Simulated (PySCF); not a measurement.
# A small calculation by hand: oscillator strength and radiative lifetime

silacyclobutane (C₃H₈Si), SMILES C1C[SiH2]C1.

Geometry: B3LYP-D3(BJ)/def2-SVP.

PySCF with TDA-PBE0/def2-SVPD puts the first singlet state with f over 0.02 at 7.51 eV (vertical), with the transition dipole (0.681, 0.117, 0.000) in atomic units.

Q: Find the oscillator strength, the wavelength and the radiative lifetime that this transition would have in vacuum if emission retraced absorption.

A: 
|μ|² = 0.4775 au, so |μ| = 1.76 D. ΔE = 7.51/27.211 = 0.2760 hartree. f = (2/3) ΔE |μ|² = 0.088 (the program prints 0.088).
λ = 1239.84/7.51 = 165 nm; ν = 60572 cm⁻¹.
Einstein's coefficient A = 0.6670 ν² f s⁻¹ (ν in cm⁻¹) = 2.1e8 s⁻¹, so τ = 1/A = 4.7 ns. This state is S3; the lower singlets have f = 0.018, 0.012. The figure is the radiative limit of this one transition; relaxation, internal conversion, crossing to triplets and a medium change what is measured.
